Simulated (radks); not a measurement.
Problem. The fluorine anion F-, [Ne], held by a Watson sphere: a shell of charge +1 at radius R that stands for the Madelung well of a crystal (potential energy -1/R inside, -1/r outside, in hartree with lengths in bohr). Calculated with a radial shooting solver on a logarithmic mesh with Libxc functionals: scalar-relativistic Kohn-Sham, LDA (Slater exchange, VWN5 correlation), spin-unpolarised, spherical densities, point nucleus. Response by self-consistent Sternheimer equations with the Hartree and adiabatic LDA kernel, the relativistic mass of each level held fixed and spin-orbit coupling left out. The sphere does not respond.

| R (bohr) | e(1s) (eV) | e(2s) (eV) | e(2p) (eV) | <r> 2p (bohr) | sum of <r^2> (bohr^2) | X-ray form factor at sin(theta)/lambda = 0.2 1/angstrom | alpha (bohr^3) |
|---|---|---|---|---|---|---|---|
| 1.72 | -654.68 | -28.274 | -10.132 | 1.195 | 14.34 | 7.033 | 6.645 |
| 2.02 | -654.27 | -27.223 | -9.213 | 1.221 | 15.03 | 6.967 | 7.877 |
| 2.28 | -653.82 | -26.430 | -8.487 | 1.240 | 15.54 | 6.927 | 9.017 |
| 3.53 | -651.72 | -23.739 | -5.872 | 1.292 | 17.22 | 6.846 | 14.81 |
| 3.68 | -651.51 | -23.505 | -5.638 | 1.296 | 17.36 | 6.842 | 15.50 |
| 3.7 | -651.48 | -23.475 | -5.608 | 1.297 | 17.38 | 6.842 | 15.59 |
| 3.96 | -651.14 | -23.103 | -5.236 | 1.302 | 17.59 | 6.838 | 16.75 |

Estimate the row for R = 1.9 bohr.

Solution. e(1s) (eV) -654.45; e(2s) (eV) -27.625; e(2p) (eV) -9.571; <r> 2p (bohr) 1.212; sum of <r^2> (bohr^2) 14.76; X-ray form factor at sin(theta)/lambda = 0.2 1/angstrom 6.991; alpha (bohr^3) 7.372.
